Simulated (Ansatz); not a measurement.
# AlBrGaH3: where a starting geometry ends

The starting geometry of this gas-phase singlet was optimised with GFN2-xTB.

| atom | x (Å) | y (Å) | z (Å) |
| --- | --- | --- | --- |
| Al | 0.6624 | -0.3279 | 0.6252 |
| Br | -0.9153 | 1.3552 | 1.2191 |
| Ga | -0.0368 | 1.5871 | -1.3476 |
| H | 0.8818 | -1.2427 | 1.8447 |
| H | -0.0860 | -0.8975 | -0.7130 |
| H | 1.8644 | 0.6460 | 0.0942 |

Predict what becomes of its bonds when it is optimised with BLYP-D3(BJ)/def2-SVP.

It rearranges, giving a structure given below by its coordinates. Contacts that open: Br2–Ga3 (2.72 → 3.16 Å). Contacts that close: Al1–Ga3 (2.84 → 2.75 Å).

The energy falls by 0.22 eV over 9 steps:

```csv
step,E − E(last) (eV)
1,0.216
2,0.078
3,0.039
4,0.022
5,0.003
6,0.001
7,0.000
8,0.000
9,0.000
```

Final geometry (Å):

```xyz
6

Al    0.5596   -0.2673    0.7577
Br   -1.0232    1.3949    1.4037
Ga    0.2544    1.2925   -1.4878
H     1.0105   -1.3779    1.7921
H    -0.1043   -0.6645   -0.7394
H     1.6734    0.7424   -0.0037
```

Frequencies at the end are all real (lowest 43 cm⁻¹). Run with Ansatz 0.2.0, 9.9 s on 2 threads of Arm Neoverse V2, on a shared host.
